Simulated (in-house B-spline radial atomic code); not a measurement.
A run on an ion of nuclear charge 15 with 15.8 electrons that did not converge. Method: non-relativistic BLYP, spin-polarised, spherical fractional occupations, point nucleus; computed with a B-spline radial code for spherical atoms.

Command:
```bash
python run_scf.py task.json out
```
Settings:
```
Z                15
configuration    [Ne] 3s2 3p3.8
hamiltonian      nr
method           b88,lyp
spin_polarised   True
```

First and last ten iterations of the last attempt (damped for 15 steps, keeping 80 % of the old Fock matrix, then DIIS):
```
 iter        energy (Eh)    residual
    1        -340.060674    2.24e-01
    2        -340.467156    1.16e-01
    3        -340.885025    7.57e-02
    4        -341.110290    4.95e-02
    5        -341.225343    3.17e-02
    6        -341.280040    1.92e-02
    7        -341.303860    1.10e-02
    8        -341.313279    6.43e-03
    9        -341.316677    4.06e-03
   10        -341.317826    2.66e-03
  111        -341.317960    1.84e-03
  112        -341.317859    2.00e-03
  113        -341.240850    1.45e-02
  114        -341.240649    1.46e-02
  115        -341.241030    1.44e-02
  116        -341.241351    1.44e-02
  117        -341.241989    1.42e-02
  118        -341.241097    1.44e-02
  119        -341.237453    1.55e-02
  120        -341.224522    1.55e-02
 not converged after 120 iterations
```

The smallest residual met was 1.0e-03; the threshold is about 1e-07. No energy from this run should be used. The likely cause: this method binds the added charge weakly or not at all at the basis-set limit, so charge moves back and forth between the atom and the box. Time taken, with all properties: 1 s on 1 thread of Arm Neoverse V1 (shared host).
